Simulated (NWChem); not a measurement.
**Setting up doublet B2NH2OF+ in NWChem**

B2NH2OF+: 7 atoms, total charge +1, spin state doublet. As SMILES of the parent species, `OB1NB1F`. Geometry: relaxed at PBE0-D4/def2-TZVP. This is one conformer, not always the lowest. That shape belongs to the parent species and isn't relaxed for this state.

```xyz
7

O    -1.2767    0.1764    1.3081
B    -0.3790    0.1502    0.3042
N     0.6322   -0.7682   -0.0948
B     0.5870    0.3397   -0.9541
F     1.2500    0.7241   -2.0253
H    -1.8294    0.9602    1.2934
H     1.0772   -1.6504    0.1229
```

Settings wanted:

```
task                      : energy
method                    : DFT
functional                : PBE
dispersion                : none
basis set                 : def2-SVP
reference                 : UKS
integration grid          : xfine
SCF convergence threshold : 1e-08
iteration cap             : 100
symmetry                  : none
module                    : dft
```

Task: Give an NWChem 7.3.0 job that does this.

Result: This one ran through:

sp.xyz:
```
7
B2FH2NO PBE
O     -1.276700     0.176400     1.308100
B     -0.379000     0.150200     0.304200
N      0.632200    -0.768200    -0.094800
B      0.587000     0.339700    -0.954100
F      1.250000     0.724100    -2.025300
H     -1.829400     0.960200     1.293400
H      1.077200    -1.650400     0.122900
```

sp.nw:
```
start sp
title "B2FH2NO PBE"
memory stack 720 mb heap 180 mb global 900 mb
charge 1

geometry noautosym nocenter noautoz
  load sp.xyz
end

basis "ao basis" spherical bse
  * library def2-SVP
end

dft
  xc xpbe96 cpbe96
  mult 2
  grid xfine
  convergence energy 1e-08
  iterations 100
  mulliken
end

task dft
```

```bash
$ nwchem sp.nw > sp.out
```

Calculated total energy: -279.96936 Eh. A lower SCF solution exists.
